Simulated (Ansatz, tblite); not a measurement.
Forces on `CCCCCCCCCC[SeH]` at its PBE-D4/def2-SVP geometry. Charge 0, multiplicity 1.

The xTB rows come from tblite.

GFN2-xTB (tblite), largest force 0.85 eV/Å:

```xyz
33
positions Å, forces eV/Å
C    -2.431    4.590   -1.029   -0.429    0.353   -0.011
C    -1.568    3.331   -1.129    0.698   -0.034    0.085
C    -2.365    2.082   -1.524   -0.689    0.059    0.079
C    -1.530    0.806   -1.696    0.242   -0.286   -0.585
C    -0.864    0.292   -0.415   -0.056    0.374    0.753
C    -0.112   -1.028   -0.603    0.035   -0.409   -0.744
C     0.569   -1.541    0.669   -0.064    0.396    0.688
C     1.317   -2.862    0.469    0.042   -0.201   -0.563
C     1.951   -3.443    1.741   -0.245   -0.363    0.350
C     2.938   -2.527    2.465   -0.241    0.074    0.201
Se    4.417   -1.983    1.248    0.158    0.234    0.513
H    -3.233    4.469   -0.270    0.517   -0.007   -0.432
H    -2.928    4.817   -1.996    0.345   -0.199    0.544
H    -1.833    5.479   -0.743   -0.264   -0.605   -0.171
H    -1.056    3.158   -0.157   -0.387    0.093   -0.447
H    -0.754    3.491   -1.871   -0.504   -0.041    0.307
H    -3.160    1.901   -0.764    0.494    0.077   -0.323
H    -2.905    2.290   -2.475    0.376   -0.119    0.426
H    -0.748    0.980   -2.470   -0.365   -0.012    0.467
H    -2.181    0.002   -2.105    0.249    0.426    0.289
H    -1.639    0.166    0.376    0.353   -0.009   -0.469
H    -0.157    1.056   -0.020   -0.313   -0.401   -0.317
H    -0.817   -1.803   -0.984    0.308    0.400    0.287
H     0.654   -0.905   -1.401   -0.351    0.010    0.468
H     1.276   -0.763    1.033   -0.316   -0.405   -0.279
H    -0.193   -1.665    1.473    0.354   -0.005   -0.466
H     2.105   -2.716   -0.306   -0.246    0.006    0.448
H     0.622   -3.619    0.044    0.291    0.373    0.298
H     1.146   -3.698    2.468    0.356    0.179   -0.364
H     2.456   -4.401    1.494   -0.189    0.522    0.026
H     2.442   -1.606    2.830    0.255   -0.410   -0.232
H     3.390   -3.048    3.330   -0.142    0.187   -0.432
H     5.191   -1.300    2.316   -0.272   -0.257   -0.393
```

LDA (SPW92)/def2-TZVP (Ansatz), largest force 0.52 eV/Å:

```
C 0.126 -0.275 -0.034
C -0.262 -0.069 -0.052
C 0.306 0.036 0.084
C 0.018 0.122 0.281
C 0.016 -0.115 -0.234
C -0.013 0.131 0.234
C 0.018 -0.151 -0.232
C -0.010 0.199 0.265
C 0.122 0.342 -0.118
C -0.156 -0.115 -0.227
Se -0.387 -0.111 0.335
H 0.169 -0.010 -0.146
H 0.111 -0.077 0.176
H -0.107 -0.203 -0.060
H -0.106 -0.005 -0.161
H -0.165 -0.045 0.113
H 0.156 0.034 -0.102
H 0.113 -0.018 0.161
H -0.113 -0.006 0.151
H 0.107 0.132 0.096
H 0.109 0.005 -0.142
H -0.101 -0.104 -0.084
H 0.102 0.128 0.084
H -0.113 -0.002 0.142
H -0.065 -0.117 -0.055
H 0.111 0.005 -0.141
H -0.084 0.012 0.145
H 0.104 0.143 0.085
H 0.134 0.081 -0.129
H -0.075 0.197 0.026
H 0.093 -0.158 -0.146
H -0.062 0.094 -0.221
H -0.097 -0.078 -0.096
```

PBE-D4/def2-TZVP (Ansatz), largest force 0.36 eV/Å:

```
C -0.171 0.192 0.004
C 0.302 -0.039 0.059
C -0.275 0.026 -0.012
C 0.060 -0.140 -0.238
C -0.002 0.152 0.270
C 0.010 -0.150 -0.267
C -0.005 0.151 0.258
C 0.028 -0.093 -0.264
C -0.034 -0.225 0.084
C -0.118 0.080 0.328
Se 0.003 0.023 0.082
H 0.213 0.018 -0.188
H 0.136 -0.068 0.240
H -0.142 -0.242 -0.074
H -0.146 0.043 -0.240
H -0.211 -0.035 0.169
H 0.201 0.042 -0.170
H 0.141 -0.048 0.220
H -0.181 -0.028 0.194
H 0.144 0.194 0.109
H 0.173 0.018 -0.195
H -0.166 -0.189 -0.111
H 0.159 0.184 0.106
H -0.174 -0.017 0.198
H -0.169 -0.190 -0.094
H 0.173 0.020 -0.199
H -0.184 -0.029 0.202
H 0.160 0.183 0.117
H 0.191 0.078 -0.176
H -0.121 0.252 0.054
H 0.157 -0.259 -0.137
H -0.103 0.141 -0.267
H -0.048 -0.047 -0.061
```
